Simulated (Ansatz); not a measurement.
Input file for Ansatz (an electronic-structure program): U-CCSD(T)/cc-pVTZ on GaH4N (SMILES [NH2][GaH2]), a point of a bond scan (R = 4.997 Å). The run froze 15 orbitals, filled d shells among them.

Ansatz 0.2 input:
```yaml
crystal:
  periodic: [false, false, false]
  atoms:
    - {symbol: Ga, position_ang: [0.00714879, -0.17519761, -0.34209661]}
    - {symbol: H, position_ang: [-4.14888478, 0.13929721, -3.09889466]}
    - {symbol: H, position_ang: [1.33185945, -0.90944633, -0.72241143]}
    - {symbol: N, position_ang: [-0.02676587, 0.65595973, 1.28084855]}
    - {symbol: H, position_ang: [-0.82046562, 1.16143064, 1.63887754]}
    - {symbol: H, position_ang: [0.74596657, 0.66434142, 1.92618506]}
basis:
  gaussian:
    orbitals: cc-pVTZ
correlation: {method: ccsd_t, electrons: outside_noble_gas}
scf: {omitted_lower_state_checks: [cluster_reference]}
magnetization: {spin_polarized: true, initial_magnetization: 0}
```

Output:

```
WARN ansatz: RAYON_NUM_THREADS=1 ignored (pool sized by the plan → 1); use --threads N
Functional definition: HF
these checks for a lower state are left out or cut short: cluster_reference
integrals: 0.36 GiB planned
758 factors; integrals over basis functions are off by at most 1.1e-3 eV
mean field: 0.40 GiB planned
mean field evaluation 1: about -53869.4155 eV, gradient 2.6e1 eV
mean field evaluation 2: about -53869.4173 eV, gradient 2.6e1 eV
mean field evaluation 4: about -53872.2304 eV, gradient 1.1e1 eV
mean field evaluation 8: about -53874.4318 eV, gradient 2.7e-1 eV
mean field evaluation 16: about -53874.4334 eV, gradient 5.4e-4 eV
mean field evaluation 32: about -53878.2075 eV, gradient 2.5e-3 eV
mean field evaluation 64: about -53878.2070 eV, gradient 1.9e-1 eV
mean field evaluation 96: about -53874.4332 eV, gradient 9.6e-2 eV
mean field -53878.20753807 eV, -1979.9876070633 hartree, gradient 4.7e-6 eV, S^2 1.005067; 7 other end points of the search recorded, 0 dependent functions left out
15 core orbitals not correlated
reference -53878.20753807 eV, -1979.9876070633 hartree; 6, 6 occupied and 108, 108 virtual orbitals, 758 factors
second order -7.67611778 eV of doubles, -0.00000000 eV of singles
coupled cluster: 0.73 GiB planned
cycle   1  -7.88734267 eV  change   -2.1e-1 eV  update   6.6e-2
cycle   2  -8.10282002 eV  change   -2.2e-1 eV  update   2.3e-2
cycle   3  -8.15921750 eV  change   -5.6e-2 eV  update   1.3e-2
cycle   4  -8.15433354 eV  change    4.9e-3 eV  update   4.5e-3
cycle   5  -8.15421963 eV  change    1.1e-4 eV  update   2.3e-3
cycle   6  -8.15426443 eV  change   -4.5e-5 eV  update   7.1e-4
cycle   7  -8.15416593 eV  change    9.8e-5 eV  update   2.7e-4
cycle   8  -8.15423597 eV  change   -7.0e-5 eV  update   1.5e-4
cycle   9  -8.15423482 eV  change    1.1e-6 eV  update   1.2e-4
cycle  10  -8.15422063 eV  change    1.4e-5 eV  update   1.1e-4
cycle  11  -8.15426222 eV  change   -4.2e-5 eV  update   9.8e-5
cycle  12  -8.15423462 eV  change    2.8e-5 eV  update   8.3e-5
cycle  13  -8.15427551 eV  change   -4.1e-5 eV  update   4.8e-5
cycle  14  -8.15425697 eV  change    1.9e-5 eV  update   2.1e-5
cycle  15  -8.15424847 eV  change    8.5e-6 eV  update   9.0e-6
coupled cluster: 0.73 GiB planned
perturbative correction -0.29726254 eV, -0.0109241969 hartree
Total energy: -53886.65904908 eV, -1980.2981943643 hartree
Checks for a lower state left out: cluster_reference
```

The run converged. Its determinant has ⟨S²⟩ = 1.01, a mixture of spin states.

Cost: about 21 core-seconds (a rough figure).
